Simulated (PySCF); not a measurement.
**Worked example: dipole moment from atomic charges**

Al(H)(Br)(OH) (AlBrH2O), SMILES [AlH]([OH])[Br]. Atoms are numbered in the order given.

```xyz
5

Al    -0.5630    -1.1098     0.0000
H     -2.0761    -1.5021     0.0000
Br     0.0882     1.0511     0.0000
O      0.5956    -2.3349     0.0000
H      1.5417    -2.1802     0.0000
```

Coordinates come from a r2SCAN-D4/def2-TZVP optimisation. One conformer was computed; it need not be the lowest.

Charges (e) from PBE/def2-TZVPD run with PySCF:

```csv
atom,ESP fit,IAO
Al1,0.717,0.914
H2,-0.174,-0.192
Br3,-0.264,-0.296
O4,-0.624,-0.797
H5,0.346,0.371
```

The dipole moment of the full density is 0.68 D.

Question: What dipole moment does each set of point charges give, and which comes closer to that of the density?

Answer: 
μ = Σ q r, and 1 e Å = 4.8032 D.
ESP fit: Σ q r = (0.096, -0.109, 0.000) e Å, |μ| = 0.70 D.
IAO: Σ q r = (-0.045, 0.015, 0.000) e Å, |μ| = 0.23 D.
ESP fit comes closer in size. Point charges leave out the atoms' own dipoles (lone pairs, polarised bonds); fits to the potential absorb them, partitions of the density don't.
